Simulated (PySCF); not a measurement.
Gd: ionisation energy

Gd [Xe] 4f7 5d1 6s2 (9D) → Gd⁺ [Xe] 4f7 5d1 6s1 (10D), as a difference of total energies. Calculation: PySCF 2.14, in cc-pVDZ-X2C (8s7p5d3f1g, 84 functions); scalar relativity by spin-free X2C-1e. Correlated levels: valence: [Kr] 4d10 frozen; valence and next inner shell: [Ar] 3d10 frozen. The calculations carry no spin-orbit coupling.

```json
{"method": "UHF", "ionisation energy (eV)": "4.943"}
{"method": "LDA", "ionisation energy (eV)": "6.351"}
{"method": "PBE", "ionisation energy (eV)": "6.130"}
{"method": "PBE0", "ionisation energy (eV)": "5.995"}
{"method": "MP2 (valence)", "ionisation energy (eV)": "5.925"}
{"method": "SCS-MP2 (valence)", "ionisation energy (eV)": "5.976"}
{"method": "MP2 (valence and next inner shell)", "ionisation energy (eV)": "5.949"}
{"method": "SCS-MP2 (valence and next inner shell)", "ionisation energy (eV)": "5.979"}
```

Errors of the correlated levels include the incompleteness of this basis and the frozen core.

MP2 underrates the near-degeneracy of ns² with np² in the lower species.

Question: Which method comes closest to the reference value, and which is furthest?

Answer: The reference is 6.163 eV (measured; NIST levels, between the centres of gravity of the two terms). Closest: PBE (error -0.033 eV); furthest: UHF (error -1.220 eV).
